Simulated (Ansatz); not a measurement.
H$_{5}$OPSSi, SMILES `O[SiH2]PS`. Charge 0, multiplicity 1. Geometry: relaxed with PBE0-D4/def2-TZVP. It is one conformer, not always the lowest.

```xyz
9

O     0.167   -1.609    0.921
Si   -0.912   -0.727    0.047
P     0.032    0.895   -1.206
S     1.454    1.461    0.278
H     0.708   -1.116    1.543
H    -1.876   -0.017    0.930
H    -1.613   -1.688   -0.837
H     0.895    0.034   -1.935
H     1.147    2.768    0.259
```

**Question.** What is the dipole moment at r2SCAN/def2-TZVPP? (An estimate is asked.)

**Answer.** Ansatz gave: 0.99 D, with components (0.05, 0.93, 0.32) D in this frame, pointing from negative to positive charge.

**Question.** And with PBE, B3LYP, ωB97M-V? (Best estimate.)

**Answer.** The calculation gave: PBE 0.99 D, B3LYP 1.03 D, ωB97M-V 1.01 D.

**Question.** Give the Mulliken charges with r2SCAN, B3LYP, PBE in def2-TZVPP. (An estimate is asked.)

**Answer.** Ansatz gave: 
```json
{"atom": "O1", "r2SCAN": "-0.41", "B3LYP": "-0.39", "PBE": "-0.35"}
{"atom": "Si2", "r2SCAN": "0.50", "B3LYP": "0.48", "PBE": "0.40"}
{"atom": "P3", "r2SCAN": "-0.05", "B3LYP": "-0.05", "PBE": "-0.08"}
{"atom": "S4", "r2SCAN": "-0.23", "B3LYP": "-0.23", "PBE": "-0.22"}
{"atom": "H5", "r2SCAN": "0.21", "B3LYP": "0.19", "PBE": "0.19"}
{"atom": "H6", "r2SCAN": "-0.09", "B3LYP": "-0.09", "PBE": "-0.08"}
{"atom": "H7", "r2SCAN": "-0.07", "B3LYP": "-0.07", "PBE": "-0.06"}
{"atom": "H8", "r2SCAN": "0.03", "B3LYP": "0.04", "PBE": "0.06"}
{"atom": "H9", "r2SCAN": "0.12", "B3LYP": "0.12", "PBE": "0.12"}
```

B3LYP here is the variant with VWN-RPA as its local correlation; programs differ in this.
